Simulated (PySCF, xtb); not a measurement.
C₃H₇BO₂, SMILES COB(C)C=O. One conformer was computed; it need not be the lowest.

Harmonic wavenumbers (cm⁻¹) from GFN2-xTB in xtb at its own minimum, in rising order: 18, 53, 75, 138, 191, 220, 296, 411, 533, 664, 807, 865, 876, 1030, 1072, 1120, 1149, 1345, 1376, 1379, 1412, 1465, 1469, 1488, 1494, 1753, 2624, 2968, 2975, 2999, 3007, 3024, 3061.

**Question.** What does PBE-D3(BJ)/def2-SVP in PySCF give at its own minimum? (Estimate from the structure and the level; the computed values follow.)

**Answer.** 41, 76, 109, 176, 211, 223, 395, 406, 507, 704, 739, 821, 946, 1025, 1125, 1132, 1150, 1260, 1328, 1369, 1376, 1394, 1409, 1425, 1455, 1734, 2707, 2954, 2960, 3033, 3039, 3074, 3083. Paired by order, the mean absolute difference is 38 cm⁻¹ and the zero-point energies are 62.0 and 62.0 kcal/mol.
